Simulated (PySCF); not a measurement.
How methods differ on the ionisation energy of Re(2+)

Re(2+) [Xe] 4f14 5d5 (6S) → Re(3+) [Xe] 4f14 5d4 (5D), as a difference of total energies. All numbers are calculated (PySCF 2.14, scalar relativity through the core potential, in def2-TZVP with the def2 core potential (60 electrons)). Correlated levels: valence: 5s2 5p6 frozen. The calculations carry no spin-orbit coupling.

Q: Order these methods by the ionisation energy they give, lowest first.
A. MP2 (valence)
B. M06-2X
C. SCS-MP2 (valence)
D. UHF

A: D (27.249 eV), C (27.402 eV), A (27.710 eV), B (28.127 eV).

The reference lies between the lowest fine-structure levels, while these numbers refer to the centres of the terms.

Errors of the correlated levels include the incompleteness of this basis and the frozen core.

For comparison: 27 ± 1.6 eV (theoretical estimate listed by NIST; NIST Atomic Spectra Database, ionization energies).
